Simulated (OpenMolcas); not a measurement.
## V3+: ligand-field states by method

V3+ with 4 ligands (fluoride) in tetrahedral coordination (Td) at 1.88 Å. A charge of +0.25 e stands 3.2 Å behind each ligand. Ligand basis ANO-RCC-VDZP.

- Program: OpenMolcas 26.06
- Basis: ANO-RCC-VTZP [6s5p3d2f1g]
- Scalar Hamiltonian: DKH2, point nucleus
- Active space: 2 electrons in 5 orbitals (3d)
- State averaging: 2S+1 = 3 even, 10 roots; 2S+1 = 1 even, 15 roots
- Spin-orbit coupling: state interaction with AMFI integrals over the reference wave functions

I. CASSCF
II. SS-CASPT2, IPEA 0.25 Eh, imaginary shift 0.1 Eh (closed shells correlated: 3s 3p and the ligand valence shells)

Spin-free states (labels of Td) in cm-1, each column counted from its own energy of the first state listed:

| State | Degeneracy | I | II |
| --- | --- | --- | --- |
| 3A2 | 1 | 0 | 0 |
| 3T2 | 3 | 7067 | 6460 |
| 3T1 | 3 | 11919 | 11940 |
| 1E | 2 | 14542 | 10550 |
| 1T2 | 3 | 21056 | 16380 |
| 1A1 | 1 | 23312 | 18320 |
| 3T1 | 3 | 23585 | 20560 |
| 1T1 | 3 | 25702 | 21500 |
| 1E | 2 | 29927 | 26850 |
| 1T2 | 3 | 31412 | 27750 |
| 1A1 | 1 | 55929 | 45280 |

From I to II, I's first state of the same spin (3T2) moves from 7067 to 6460 cm-1, by about -610 cm-1.

From I to II, I's first state of another spin (1E) moves from 14542 to 10550 cm-1, by about -4000 cm-1.

I: A least-squares ligand-field fit to the states below 45000 cm-1, each weighted by its degeneracy and with a free common offset, gives 10Dq = -6839 cm-1 (negative for this site), B = 958 cm-1 and C = 3655 cm-1 (C/B = 3.82), with an rms deviation of 254 cm-1. The same method and metal basis give the free ion B = 1080 cm-1 (fit to its terms below 60000 cm-1, rms deviation 55 cm-1), so the nephelauxetic ratio is β = 958 / 1080 = 0.89; it hangs on how both fits weigh the states, and computed free-ion B values tend to be too large, so β mixes covalency with correlation.

χT at 300 K: I 0.98, II 0.97 cm3 K/mol.

Roots that are degenerate in the reference are averaged as groups; the widest CASPT2 spread within a group is 730 cm-1 (the 3-fold group of multiplicity 1 near 21500 cm-1 above the lowest state of its run, II). Shifts and gaps below about the spread of the groups concerned are not significant. Ligand-to-metal charge-transfer states are missing. With no ligand orbital active B as a rule stays too high, so bands that hang on it stand too high and its fall with covalency is understated. Without dynamic correlation the repulsion within the d shell is too large (B by tens of per cent), so at a given field states of lower spin stand too high (holds for I). With metal d orbitals alone and no dynamic correlation the field as a rule comes out too small, by tens of per cent, by up to half for chloride and softer ligands (holds for I). These CASPT2 states fit no ligand-field parameters well, so their order and spin gaps are uncertain (holds for II). With one d shell and no ligand orbital active, 10Dq can be off by a tenth or more (holds for II). The distance lies 3 % over the 1.82 Å that this model takes as the normal distance (a Shannon-type radius plus a fixed donor radius); by an R⁻⁵ law this alone changes a d-shell field by about -15 %. No measured value stands beside these numbers; the geometry is a model, was not optimised and need not be the one that this ion takes.
